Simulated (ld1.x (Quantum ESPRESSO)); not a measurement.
# Reading a pseudo-wave (bromine (Br))

Columns: radius, all-electron u(r) and pseudo u(r) of the 4s shell (level -21.12 eV) of bromine in the configuration [Ar] 3d10 4s1 4p6; LDA (PZ), scalar-relativistic, ultrasoft scheme, ld1.x (Quantum ESPRESSO) 7.5.

```json
{"r (bohr)": "0.085", "all-electron": "-0.1774", "pseudo": "-0.1017"}
{"r (bohr)": "0.170", "all-electron": "-0.2031", "pseudo": "-0.2018"}
{"r (bohr)": "0.255", "all-electron": "0.1242", "pseudo": "-0.2990"}
{"r (bohr)": "0.340", "all-electron": "0.3731", "pseudo": "-0.3918"}
{"r (bohr)": "0.425", "all-electron": "0.4359", "pseudo": "-0.4789"}
{"r (bohr)": "0.510", "all-electron": "0.3504", "pseudo": "-0.5592"}
{"r (bohr)": "0.595", "all-electron": "0.1809", "pseudo": "-0.6320"}
{"r (bohr)": "0.680", "all-electron": "-0.0206", "pseudo": "-0.6964"}
{"r (bohr)": "0.765", "all-electron": "-0.2208", "pseudo": "-0.7521"}
{"r (bohr)": "0.850", "all-electron": "-0.4008", "pseudo": "-0.7986"}
{"r (bohr)": "0.935", "all-electron": "-0.5519", "pseudo": "-0.8361"}
{"r (bohr)": "1.020", "all-electron": "-0.6713", "pseudo": "-0.8646"}
{"r (bohr)": "1.105", "all-electron": "-0.7600", "pseudo": "-0.8842"}
{"r (bohr)": "1.190", "all-electron": "-0.8211", "pseudo": "-0.8954"}
{"r (bohr)": "1.275", "all-electron": "-0.8582", "pseudo": "-0.8987"}
{"r (bohr)": "1.360", "all-electron": "-0.8752", "pseudo": "-0.8944"}
{"r (bohr)": "1.445", "all-electron": "-0.8758", "pseudo": "-0.8831"}
{"r (bohr)": "1.530", "all-electron": "-0.8633", "pseudo": "-0.8651"}
{"r (bohr)": "1.615", "all-electron": "-0.8408", "pseudo": "-0.8410"}
{"r (bohr)": "1.700", "all-electron": "-0.8110", "pseudo": "-0.8110"}
{"r (bohr)": "1.785", "all-electron": "-0.7758", "pseudo": "-0.7758"}
{"r (bohr)": "1.870", "all-electron": "-0.7370", "pseudo": "-0.7370"}
{"r (bohr)": "1.955", "all-electron": "-0.6962", "pseudo": "-0.6962"}
{"r (bohr)": "2.040", "all-electron": "-0.6544", "pseudo": "-0.6544"}
{"r (bohr)": "2.125", "all-electron": "-0.6126", "pseudo": "-0.6126"}
{"r (bohr)": "2.210", "all-electron": "-0.5713", "pseudo": "-0.5713"}
```

Question: How many radial nodes do the two functions have?

Answer: The all-electron 4s function has n − l − 1 = 3 (the table is too coarse to show those close to the nucleus); the pseudo-wave has 0, since the states of the same l below it are removed with the core.

Question: At about which radius was the pseudo-wave matched?

Answer: 1.70 bohr, where the columns begin to agree (steps of 0.09 bohr).

Question: Is the pseudo-wave norm-conserving?

Answer: No, it belongs to an ultrasoft set: the norm inside the radius is not constrained, and the difference is carried by the augmentation charge.
